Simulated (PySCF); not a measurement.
Work out the structure from these simulated measurements.

Formula: C7H10O.

| Quantity | Value |
| --- | --- |
| Rotational structure | rotational constants A, B, C: 2.792, 2.318, 2.146 GHz [PBE0-D3(BJ)/def2-SVP] |
| 13C NMR | chemical shifts (computed TMS as zero) by class: 217.2 (1 C), 39.3 (2 C), 26.5 (4 C) ppm [GIAO PBE0/pcSseg-1] |
| NMR, other nuclei | isotropic shieldings of nuclei other than C and H, by class: -286 (1 O) ppm [GIAO PBE0/pcSseg-1] |
| Triplet | lowest triplet excitation (Tamm–Dancoff): 3.74 eV [TDA PBE0/def2-SVPD] |
| 1H NMR | chemical shifts (computed TMS as zero) by class: 1.80 (4 H), 1.38 (2 H), 1.30 (4 H) ppm [GIAO PBE0/pcSseg-1] |
| Polarisability | 77.3 au [PBE0/def2-SVPD] |
| Couplings | largest of the computed one-bond spin–spin couplings (means over like bonds): 13C–1H +156.0 (×2), 13C–1H +142.3 (×4), 13C–1H +137.7 (×4), 13C–13C +36.8 (×2), 17O–13C +35.7, 13C–13C +33.2 (×4), 13C–13C +30.9 (×2) Hz [B3LYP/pcJ-1, spin–dipole term left out] |
| UV, first state | lowest singlet excitation: 4.31 eV (288 nm, f = 0.000) [TDDFT PBE0/def2-SVPD] |

The electronic properties come from PySCF, for the isolated species, density fitting. Levels stand in brackets. Isolated species at its PBE0-D3(BJ)/def2-SVP geometry, gas phase. NMR classes are plain means over equivalent atoms (diastereotopic ones count apart unless rotation or inversion swaps them), as if these changed places fast.

Task: Propose a structure and show how it fits.

Result: Numbering: `[O:1]=[C:2]1[C@H:3]2[CH2:4][CH2:5][C@@H:6]1[CH2:7][CH2:8]2`. Its formula, C7H10O, gives 3 degrees of unsaturation: 2 rings and 1 π bond in the structure found. 7 carbons fall into 3 classes; from least to most shielded: ketone carbonyl carbon [C2] (217.2 ppm), sp3 carbon at a ring junction [C3/C6] (39.3 ppm, 2 C), ring CH2 carbon [C4/C5/C7/C8] (26.5 ppm, 4 C). Hydrogen classes from least to most shielded: 4 H on 4 ring CH2 carbons, C4/C5/C7/C8 (1.80 ppm), 2 H on 2 like atoms (sp3 carbon at a ring junction), C3/C6 (1.38 ppm), 4 H on 4 ring CH2 carbons, C4/C5/C7/C8 (1.30 ppm). The other shieldings belong to: -286 ppm, ketone oxygen [O1]. The couplings run between: +156.0 Hz, sp3 carbon at a ring junction [C3] and its hydrogen (with 1 like pair); +142.3 Hz, ring CH2 carbon [C4] and its hydrogen (with 3 like pairs); +137.7 Hz, ring CH2 carbon [C4] and its hydrogen (with 3 like pairs); +36.8 Hz, ketone carbonyl carbon [C2] and sp3 carbon at a ring junction [C3] (with 1 like pair); +35.7 Hz, ketone oxygen [O1] and ketone carbonyl carbon [C2]; +33.2 Hz, sp3 carbon at a ring junction [C3] and ring CH2 carbon [C4] (with 3 like pairs); +30.9 Hz, ring CH2 carbon [C4] and ring CH2 carbon [C5] (with 1 like pair). S1 is mainly HOMO→LUMO (weight 0.97); the largest Löwdin shares of the orbital it empties are 0.48 on the ketone oxygen, 0.12 on the ketone carbonyl carbon and 0.12 on each of 2 atoms of one kind (sp3 carbon at a ring junction), of the orbital it fills 0.36 on the ketone carbonyl carbon and 0.33 on the ketone oxygen. The optimised geometry has point group C2v and is an asymmetric top. Structure: `O=C1[C@H]2CC[C@@H]1CC2`. Computed isomers that give other values at the same levels: `CC(C)=C=C(C)C=O` (rotational constant A: 3.799 GHz; this holds for the one conformer computed); `O=C(C1CC1)C1CC1` (rotational constant A: 5.637 GHz; this holds for the one conformer computed); `CCCc1ccoc1` (rotational constant A: 4.403 GHz; this holds for the one conformer computed). The assignments are read from this structure; whether some other isomer fits the data as well wasn't checked.
